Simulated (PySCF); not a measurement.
CH₆OSe₂Si. Atoms are numbered in the order given.

```xyz
11

C      2.3597     0.2435    -0.0666
Si     0.5941    -0.2411    -0.3703
O      0.6197    -1.3381    -1.6182
Se    -0.5614     1.6841    -0.8284
Se    -0.4040    -1.3236     1.3876
H      2.4432     0.8852     0.8222
H      2.7649     0.7837    -0.9365
H      2.9638    -0.6621     0.0942
H     -0.2335    -1.6231    -1.9602
H     -1.8684     1.0469    -0.6091
H     -0.6788    -0.0700     2.1050
```
Charge 0, spin multiplicity 1.

Coordinates come from a PBE0-D3(BJ)/def2-SVP optimisation. One conformer was computed; it need not be the lowest.

The numbers are results of KT2/pcSseg-1 in PySCF, not measurements.

GIAO shieldings, no solvent; atoms listed in one row are averaged. δ = σ(ref) − σ: ¹³C against TMS (σ = 185.1 ppm); ²⁹Si against TMS (σ = 361.9 ppm); ¹⁷O against H2O (σ = 330.4 ppm); ⁷⁷Se against Me2Se (σ = 1692.1 ppm); ¹H against TMS (σ = 31.47 ppm), references at their B3LYP-D3(BJ)/def2-TZVP geometries, non-relativistic.

```
nucleus       atoms  count  δ (ppm)
-------  ----------  -----  -------
¹³C              C1      1     10.6
²⁹Si            Si2      1     43.4
¹⁷O              O3      1    100.1
⁷⁷Se            Se4      1   -150.3
⁷⁷Se            Se5      1   -232.4
¹H               H9      1     2.04
¹H              H10      1     1.48
¹H              H11      1     1.37
¹H       H6, H7, H8      3     1.10
```
